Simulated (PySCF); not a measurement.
Bonds (- single, = double, # triple, : aromatic): C1=C2, C2-C3, C3=C4, C3-C5, C5=C6, C6-O7, O7-C8, C8-C9, C8=O10. C1 carries H11, H12; C2 carries H13; C4 carries H14, H15; C5 carries H16; C6 carries H17; C9 carries H18, H19, H20. Stereochemistry as in C=CC(=C)/C=C\OC(C)=O. H14 is cis to C2; H11 is cis to C3; H15 is trans to C2; H12 is trans to C3.

Theoretical values (PySCF 2.14): structure optimised with PBE0-D3(BJ)/def2-SVP, σ from GIAO-CAM-B3LYP/pcSseg-1. Fast rotation and ring inversion assumed for equivalent nuclei, non-relativistic Hamiltonian, no solvent, single conformer.

Chemical shifts δ = σref − σ; $^{13}$C (182.45 ppm) and $^{1}$H (31.33 ppm) vs TMS; $^{17}$O (338.55 ppm) against H2O, all at this level.

```
      atoms   nucleus  count  δ (ppm)
        H14   $^{1}$H      1     5.42
         C5  $^{13}$C      1    115.1
        H13   $^{1}$H      1     6.36
        H12   $^{1}$H      1     5.49
        H11   $^{1}$H      1     5.34
        H15   $^{1}$H      1     5.30
         C9  $^{13}$C      1        ?
H18/H19/H20   $^{1}$H      3     2.01
         O7  $^{17}$O      1        ?
         C2  $^{13}$C      1        ?
         C8  $^{13}$C      1    173.4
        H16   $^{1}$H      1        ?
         C3  $^{13}$C      1    153.0
         C6  $^{13}$C      1        ?
         C1  $^{13}$C      1        ?
        H17   $^{1}$H      1     7.49
         C4  $^{13}$C      1    129.2
        O10  $^{17}$O      1    452.4
```

Problem. Fill in the missing shifts.

Solution. 
- C2: 147.0 ppm, alkene CH; the olefinic region
- C6: 143.4 ppm, alkene carbon bearing oxygen; an sp2 carbon further deshielded by the attached heteroatom
- C1: 127.2 ppm, terminal =CH2 carbon; the olefinic region
- C9: 22.2 ppm, methyl carbon α to a carbonyl; the adjacent C=O deshields it moderately
- H16: 5.42 ppm, hydrogen on a β carbon of an enol-ether or enamine type C=C; attached to an sp2 carbon and in the plane of the double bond
- O7: 260.7 ppm, ester alkoxy oxygen

Shifts are as computed, not scaled to solution data. Of 1211 compounds with measured shifts, 218 miss one by over three times the rms of a fit or turn the order of signals round; such compounds aren't used in these exercises. Unscaled 17O shifts of doubly bonded oxygen tend to come out too high, by tens of ppm or more. Experimental scales use liquid or dissolved standards, which lie at an offset from isolated H2O (liquid H2O: subtract about 36 ppm).
